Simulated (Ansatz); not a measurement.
Basis-set series for `CO[SiH2][SiH3]`. Charge 0, multiplicity 1. All single points use the PBE0-D4/def2-TZVP geometry. It is one conformer, not always the lowest.

```xyz
12

C    -0.183    2.208    0.584
O    -0.170    0.800    0.654
Si    0.158   -0.143   -0.656
Si    0.035   -2.366    0.052
H    -0.425    2.598    1.574
H    -0.937    2.567   -0.126
H     0.795    2.602    0.283
H    -0.819    0.130   -1.753
H     1.512    0.177   -1.203
H     0.325   -3.263   -1.101
H    -1.324   -2.679    0.568
H     1.032   -2.632    1.124
```

```
functional       basis  functions  energy (Eh)  HOMO (eV)  LUMO (eV)
   PBE0-D4    def2-SVP        104   -696.49053      -8.08       0.13
   PBE0-D4  def2-QZVPP        494   -696.86271      -8.13      -0.29
   ωB97M-V    def2-SVP        104   -696.74903     -10.15       2.04
   ωB97M-V  def2-QZVPP        494   -697.12708     -10.20       1.30
```

Question: Give the rows for def2-TZVPP. (An estimate is asked.)

Answer: Computed: 
```
functional       basis  functions  energy (Eh)  HOMO (eV)  LUMO (eV)
   PBE0-D4  def2-TZVPP        258   -696.83594      -8.12      -0.21
   ωB97M-V  def2-TZVPP        258   -697.10179     -10.19       1.55
```

Positive LUMOs are unbound and depend on the basis.
